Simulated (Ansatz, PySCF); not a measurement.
Potential energy curve for BrMg (cation, charge +1), lowest singlet found (which spin is the ground state isn't settled by this scan).

UKS-B3LYP/6-31G* = unrestricted B3LYP/6-31G*, spherical d in PySCF 2.14.0; UMP2/3-21G = unrestricted MP2 (frozen core)/3-21G in PySCF; RKS-B3LYP/6-31G* = PySCF with restricted B3LYP/6-31G*, spherical d; FCI = Ansatz (a program for electronic structure) with full CI/cc-pVDZ, cores with 3d frozen.

Energies relative to the lowest point of each curve between 1.88 and 2.70 Å, where full CI is lowest, in kcal/mol; the last columns give the difference from FCI:

```tsv
R / Å	UKS-B3LYP/6-31G*	UMP2/3-21G	RKS-B3LYP/6-31G*	FCI	UKS-B3LYP/6-31G* − FCI	UMP2/3-21G − FCI	RKS-B3LYP/6-31G* − FCI
1.88	40.8	57.9	40.8	44.8	-4.0	13.1	-4.0
2.04	11.6	20.3	11.6	13.2	-1.6	7.1	-1.6
2.18	1.6	5.1	1.6	2.0	-0.4	3.0	-0.4
2.27	0.0	0.9	0.0	0.0	0.0	0.9	0.0
2.39	1.5	0.0	1.5	1.3	0.2	-1.3	0.2
2.49	5.0	2.0	5.0	4.7	0.2	-2.7	0.2
2.58	9.1	5.2	9.1	8.9	0.2	-3.8	0.2
2.61	10.6	6.4	10.6	10.5	0.1	-4.0	0.1
2.70	15.4	12.7	15.4	15.4	0.0	-2.7	0.0
2.85	23.8	33.6	23.8	23.9	-0.1	9.7	-0.1
2.96	30.0	33.3	30.0	29.9	0.1	3.4	0.1
3.09	36.9	33.5	37.0	36.4	0.5	-2.9	0.6
3.30	45.7	34.4	47.4	44.8	0.9	-10.5	2.5
3.50	50.8	35.4	55.8	50.4	0.4	-15.0	5.4
```

UKS-B3LYP/6-31G* is furthest from FCI at 1.88 (-4.0 kcal/mol, below); its mean absolute difference over the points is 0.6 kcal/mol.

UMP2/3-21G is furthest from FCI at 3.50 (-15.0 kcal/mol, below); its mean absolute difference over the points is 5.7 kcal/mol.

RKS-B3LYP/6-31G* is furthest from FCI at 3.50 (5.4 kcal/mol, above); its mean absolute difference over the points is 1.1 kcal/mol.

The scan ran from 1.88 to 8.90 Å; beyond the distances shown full CI changes its symmetry label. The unrestricted determinant behind UKS-B3LYP/6-31G* is spin-contaminated at 3.09 to 3.50 Å (<S²> up to 0.8, against 0.00 for a pure singlet). The unrestricted determinant behind UMP2/3-21G is spin-contaminated at 2.70 to 3.50 Å (<S²> up to 1.0, against 0.00 for a pure singlet). The restricted form behind RKS-B3LYP/6-31G* keeps the bonding electrons paired and can't separate into open-shell fragments.
